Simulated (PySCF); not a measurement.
A small calculation by hand: entropy of an ideal gas

Zn(H)(NH2) (H₃NZn), SMILES [ZnH][NH2].

Geometry: PBE0-D3(BJ)/def2-TZVP.

PBE0-D3(BJ)/def2-TZVP (PySCF) gives the harmonic wavenumbers 319, 457, 492, 668, 723, 1559, 1960, 3579, 3672 cm⁻¹ and the rotational temperatures 16.0608, 0.4882, 0.4767 K. The molar mass is 82.41 g/mol, the symmetry number 1, the spin multiplicity 1.

Q: Work out the entropy at 298.15 K and 1 atm in the rigid-rotor, harmonic-oscillator model.

A: 
Translation (Sackur–Tetrode at 1 atm): S = R[1.5 ln M + 2.5 ln T − 1.16487] = 163.8 J/(mol K).
Rotation: q = (√π/σ) T^1.5/√(θA θB θC) = 4720, S = R[ln q + 3/2] = 82.8 J/(mol K).
Vibration: with u = 1.4388 ν/T, each mode gives R[u/(e^u − 1) − ln(1 − e^−u)]:
```tsv
ν (cm⁻¹)	modes	u	S (J/(mol K))
319	1	1.54	5.50
457	1	2.21	3.24
492	1	2.37	2.84
668	1	3.22	1.45
723	1	3.49	1.17
1559	1	7.52	0.04
1960	1	9.46	0.01
```
The stiffer modes add less than 0.005 each. Sum 14.2 J/(mol K).
Spin: R ln 1 = 0.0 J/(mol K).
Total 260.8 J/(mol K); the program's own thermochemistry gives 260.8. Translation makes up 63 % and vibration 5 %. Anharmonicity, hindered rotation and orbital degeneracy are left out.
